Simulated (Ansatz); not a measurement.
`[OH][Ge][OH]` and `[OH][GeH]` differ in one atom or group.

Ansatz, PBE0-D4/def2-TZVP geometries, multiplicity 1. Each molecule was computed in one conformer, which needn't be the lowest.

Outer-core shells of Ge are correlated without core-valence functions. Scalar relativity is left out up to krypton. Spin–orbit coupling is left out.

| property | `[OH][Ge][OH]` |
| --- | --- |
| LUMO energy (PBE/def2-TZVPP) / eV | -2.30 |
| HOMO energy (PBE0/def2-TZVPP) / eV | -7.91 |
| LUMO energy (ωB97M-V/def2-TZVPP) / eV | 0.47 |
| HOMO–LUMO gap (PBE/def2-TZVPP) / eV | 4.47 |
| HOMO energy (B3LYP/def2-TZVPP) / eV | -7.77 |
| vertical ionisation energy (CCSD(T)/def2-TZVPP) / eV | 10.42 |

(1) Give the same properties after the change, and the shifts. (Estimate.)

Results:

(1) Ansatz gave: 
| property | `[OH][GeH]` | shift |
| --- | --- | --- |
| LUMO energy (PBE/def2-TZVPP) / eV | -3.05 | -0.75 |
| HOMO energy (PBE0/def2-TZVPP) / eV | -6.72 | 1.19 |
| LUMO energy (ωB97M-V/def2-TZVPP) / eV | -0.23 | -0.70 |
| HOMO–LUMO gap (PBE/def2-TZVPP) / eV | 2.55 | -1.92 |
| HOMO energy (B3LYP/def2-TZVPP) / eV | -6.56 | 1.21 |
| vertical ionisation energy (CCSD(T)/def2-TZVPP) / eV | 9.27 | -1.15 |

With PBE0 the HOMO rises by 1.19 eV and the LUMO falls by 0.71 eV, so the gap narrows by about 1.90 eV. PBE moves the HOMO by 1.16 eV and ωB97M-V by 1.28 eV. The zero-point energy changes by -16.9 kJ/mol with -3 modes.

B3LYP here is the variant with VWN-RPA as its local correlation; programs differ in this.
